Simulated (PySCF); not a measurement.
# Computed spin Hamiltonian

Compound: C6H5F2O (doublet state).
Atom-mapped SMILES: `[OH:1][C:2]1[CH:3]=[C:4]([F:5])[CH:6]=[CH:7][C@H:8]1[F:9]` (hydrogens: H10 on O1; H11 on C3; H12 on C6; H13 on C7; H14 on C8)

Geometry (GFN2-xTB, Å), atoms numbered from 1 in this order:
```xyz
14
C6H5F2O angstrom
O     -1.810    1.677    0.062
C     -0.742    0.853    0.017
C      0.507    1.316    0.314
C      1.591    0.436    0.306
F      2.814    0.913    0.602
C      1.443   -0.931    0.038
C      0.225   -1.435   -0.280
C     -0.982   -0.574   -0.373
F     -2.021   -1.085    0.451
H     -2.628    1.164    0.018
H      0.650    2.351    0.576
H      2.310   -1.570    0.094
H      0.078   -2.486   -0.465
H     -1.436   -0.630   -1.382
```

The hyperfine couplings belong to this conformer and change with its torsions.

Computed, not measured: UKS B3LYP, pcH-1 on C F H O, non-relativistic, mean-field spin-orbit, GIAO (PySCF). The structure is a single GFN2-xTB conformer in the gas phase; no vibrational or solvent corrections. Couplings are sensitive to structure, and on GFN2-xTB geometries they can be far from those on DFT ones. The SCF solution wasn't tested for stability. ⟨S²⟩ is 0.779 where a pure state has 0.75.

```
g1, g2, g3                      : 2.00139, 2.00350, 2.00407
g_iso                           : 2.00299
Form of g                       : rhombic: the two nearest values differ by 21 % of g3 − g1
⟨S²⟩                            : 0.7785 (exact 0.7500)
α and β electrons               : 34, 33
HOMO–LUMO gap, α and β orbitals : 4.45, 4.34 eV
```

Isotropic coupling and dipolar principal values T1 to T3, in G (MHz turned into gauss with g_iso; 10 G = 1 mT):

```csv
atom,isotope,a_iso,T1,T2,T3,Mulliken spin population
O1,17O,-3.0,-10.6,5.1,5.5,0.06
C2,13C,11.8,-11.2,-10.5,21.7,0.34
C3,13C,-12.0,-8.0,3.6,4.4,-0.18
C4,13C,17.2,-15.0,-14.7,29.7,0.44
F5,19F,27.7,-52.3,-43.8,96.1,0.04
C6,13C,-11.2,-6.1,2.6,3.5,-0.16
C7,13C,12.0,-11.4,-10.6,22.0,0.40
C8,13C,-7.2,-1.1,-0.3,1.4,-0.01
F9,19F,138.4,-32.2,-31.7,63.9,0.04
H10,1H,-1.5,-1.8,-1.6,3.4,0.00
H11,1H,3.2,-1.4,-0.3,1.7,0.01
H12,1H,2.5,-1.4,-0.1,1.5,0.00
H13,1H,-9.4,-5.4,-0.5,5.9,-0.02
H14,1H,36.8,-0.6,-0.3,0.9,0.05
```

The Mulliken spin populations are largest on C4 (+0.44), C7 (+0.40), C2 (+0.34) and C3 (-0.18). Three atoms exceed +0.15. The positive populations add up to 1.37 and the negative ones to -0.37, together 2S = 1.

C2, the radical centre as drawn in `O[C]1C=C(F)C=C[C@H]1F`, holds a spin population of +0.34 out of 1.

Axes: g2 points within 14° of the C3–C4 bond.

Under fast tumbling the dipolar parts average out, and these isotropic splittings remain (the largest six): 1 × 19F (F9, I = 1/2, 2 lines) with 13.84 mT, 1 × 1H (H14, I = 1/2, 2 lines) with 3.68 mT, 1 × 19F (F5, I = 1/2, 2 lines) with 2.77 mT, 1 × 1H (H13, I = 1/2, 2 lines) with 0.94 mT, 1 × 1H (H11, I = 1/2, 2 lines) with 0.32 mT and 1 × 1H (H12, I = 1/2, 2 lines) with 0.25 mT.

The 17O coupling of O1 (-8.4 MHz) shows only in satellite lines or after enrichment, since that isotope makes up about 0.038 % of natural oxygen.

The 13C coupling of C4 (48.3 MHz) shows only in satellite lines or after enrichment, since that isotope makes up about 1.07 % of natural carbon.
